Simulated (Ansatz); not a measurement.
Consider the cleavage of the B–B bond: `CBB([SiH3])Cl` + `O[SiH](O)F` → `CBO[SiH](O)F` + `[SiH3]BCl`.

Computed with Ansatz on PBE0-D4/def2-TZVP structures; ΔE is electronic, products minus reactants. CBS: MP2 limit from def2 TZ/QZ plus the TZ coupled-cluster correction, frozen cores. This one scheme is used for every species. DFT in def2-TZVPP. B3LYP here is the variant with VWN-RPA as its local correlation; programs differ in this. One conformer a species, not always the lowest.

`CBB([SiH3])Cl`:

Cartesian coordinates in Å:
```
C 0.714 -1.934 0.392
B 0.743 -0.687 -0.543
B 0.450 0.868 -0.064
Si -1.395 1.711 -0.121
Cl 1.751 1.883 0.541
H 0.289 -2.821 -0.085
H 1.777 -2.177 0.556
H 0.264 -1.790 1.376
H 0.997 -0.869 -1.708
H -2.411 0.833 -0.764
H -1.347 3.003 -0.859
H -1.832 1.980 1.279
```

`O[SiH](O)F`:

Cartesian coordinates in Å:
```
O -0.581 -1.214 -0.192
Si -0.097 0.342 -0.157
O 0.455 0.680 1.327
F 1.037 0.523 -1.264
H -0.631 -1.659 -1.038
H -1.155 1.312 -0.465
H 0.972 0.017 1.788
```

`CBO[SiH](O)F`:

Z-matrix (Å, degrees):
```
C
B 1 1.557
H 1 1.091 2 113.8
H 1 1.096 2 109.8 3 -122.3
H 1 1.096 2 110.0 3 122.6
O 2 1.360 1 120.6 3 0.1
H 2 1.207 1 121.3 3 -179.8
Si 6 1.635 2 133.2 1 178.8
O 8 1.619 6 110.4 2 131.8
F 8 1.589 6 105.8 2 -108.6
H 8 1.467 6 113.0 2 10.8
H 9 0.958 8 119.7 6 49.7
```

`[SiH3]BCl`:

```xyz
7

Si   -0.832   -0.207    0.128
B     1.133    0.160   -0.134
Cl    1.707    1.717   -0.655
H    -1.236   -1.325   -0.772
H    -1.687    0.976   -0.152
H    -1.059   -0.654    1.531
H     1.974   -0.667    0.054
```

CCSD(T)/CBS gives -144.0 kJ/mol.

(1) Another level gave -147.1 kJ/mol. Which?
A. B3LYP/def2-TZVPP
B. HF/def2-TZVPP
C. PBE-D4/def2-TZVPP
D. r2SCAN/def2-TZVPP

Largest T1 diagnostic among the species: 0.014.

Results:

(1) A. B3LYP -147.1, HF/def2-TZVPP -163.1, PBE-D4 -129.4, r2SCAN -139.2 kJ/mol.

The D4 term adds +3.1 kJ/mol with B3LYP and +1.8 kJ/mol with PBE0; it sums over pairs of atoms, weighted by their polarisabilities, and B3LYP, whose exchange is more repulsive, gets the larger term. In def2-TZVPP, CCSD(T) changes the Hartree–Fock value by +15.8 kJ/mol (the triples alone add +1.4 kJ/mol) and MP2 by +14.2 kJ/mol. From PBE to PBE0 (25 % exact exchange), in def2-TZVPP and without D4, ΔE moves by −4.8 kJ/mol.
